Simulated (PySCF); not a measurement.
## C2H2GeN2S2: core ionisation energies

Species: Ge(NCS)2H2, C2H2GeN2S2.
Structure used (PBE0-D3(BJ)/def2-SVP), in Å, numbered top down from 1:
```
atom  x, y, z in Å
Ge1   -0.944    0.053   -0.686
N2    -0.903    0.004    1.124
C3    -0.670   -0.053    2.296
S4    -0.390   -0.126    3.843
N5     0.776    0.053   -1.255
C6     1.960   -0.025   -1.407
S7     3.514   -0.120   -1.635
H8    -1.590    1.367   -1.117
H9    -1.619   -1.221   -1.189
```

The calculation used PySCF 2.14.0, delta-SCF UKS SCAN, pcX-2 on the ionised atom, pcseg-1 elsewhere, spin-free X2C. Each binding energy is the total energy of the core-ionised species, with the hole localised on one atom, minus that of the ground state; both are solved self-consistently, so orbital relaxation is included.

Task: What binding energy does each computed site have?

Result: 
| atom(s) | bonded to | level | binding energy (eV) | count |
| --- | --- | --- | --- | --- |
| N2/N5 | C and Ge | N 1s | 405.14 | 2 |
| C3/C6 | N and S | C 1s | 293.31 | 2 |
| S4/S7 | C | S 1s | 2477.15 | 2 |

Task: Which effective nuclear charge Zeff reproduces each element's mean 1s value in the hydrogen-like formula E = 13.606 eV × Zeff²?

Result: C (Z = 6): mean 293.3 eV, Zeff = 4.64, Z − Zeff = 1.36; N (Z = 7): mean 405.1 eV, Zeff = 5.46, Z − Zeff = 1.54; S (Z = 16): mean 2477.2 eV, Zeff = 13.49, Z − Zeff = 2.51. Means run over the listed sites, weighted by atom count.

The first atom of each set that the bonding makes equivalent was ionised and stands for the set. Not every level is listed. No level of germanium is listed. Isolated species at its PBE0-D3(BJ)/def2-SVP geometry, gas phase.

On one thread of an Intel Xeon Platinum 8375C at 2.90 GHz, shared host with 128 logical CPUs at a one-minute load of 38, this took 26 s of wall time and 0.56 GiB of memory at its peak.
